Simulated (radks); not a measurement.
Excited configurations of the platinum ion Pt+: one electron is placed in a higher orbital outside [Xe] 4f14 5d8. The ground configuration is [Xe] 4f14 5d9. Method: scalar-relativistic Kohn-Sham, LDA (Slater exchange, Perdew-Wang correlation), spin-unpolarised, spherical densities, finite nucleus; Fermi nuclear charge, rms radius 5.427 fm; computed with a radial shooting solver on a logarithmic mesh with Libxc functionals. Excitation = E - E(ground); binding = E(ion) - E, where the ion is the core of charge +2; n* = 2/sqrt(2 binding) in atomic units, and the quantum defect is n - n*.

5f: excitation (eV) 16.711; binding (eV) 3.549; n* 3.916; quantum defect 1.084; eigenvalue (eV) -2.496; <r> (bohr) 8.429
6s: excitation (eV) 1.888; binding (eV) 18.372; n* 1.721; quantum defect 4.279; eigenvalue (eV) -14.319; <r> (bohr) 2.617
6p: excitation (eV) 8.781; binding (eV) 11.479; n* 2.177; quantum defect 3.823; eigenvalue (eV) -8.450; <r> (bohr) 3.448
6d: excitation (eV) 14.608; binding (eV) 5.652; n* 3.103; quantum defect 2.897; eigenvalue (eV) -4.092; <r> (bohr) 5.960
6f: excitation (eV) 17.849; binding (eV) 2.411; n* 4.751; quantum defect 1.249; eigenvalue (eV) -1.818; <r> (bohr) 14.37
7s: excitation (eV) 13.301; binding (eV) 6.959; n* 2.797; quantum defect 4.203; eigenvalue (eV) -5.473; <r> (bohr) 6.109
7p: excitation (eV) 14.968; binding (eV) 5.292; n* 3.207; quantum defect 3.793; eigenvalue (eV) -4.125; <r> (bohr) 7.606
7d: excitation (eV) 16.908; binding (eV) 3.352; n* 4.029; quantum defect 2.971; eigenvalue (eV) -2.581; <r> (bohr) 11.25
7f: excitation (eV) 18.538; binding (eV) 1.722; n* 5.622; quantum defect 1.378; eigenvalue (eV) -1.345; <r> (bohr) 21.75

The Delta-SCF ionisation energy is 20.260 eV (NIST Atomic Spectra Database: 18.6 eV, measured). Self-interaction in the functional shifts the binding energies and quantum defects, so they are the method's values and not measured ones. Spin polarisation and multiplet splitting are left out, so open shells lie too high by an amount that depends on their filling. Spin-orbit splitting is averaged out at the scalar-relativistic level.

Beside tabulated values, note that spin-unpolarised runs miss the spin-polarisation part of the exchange energy of open shells.
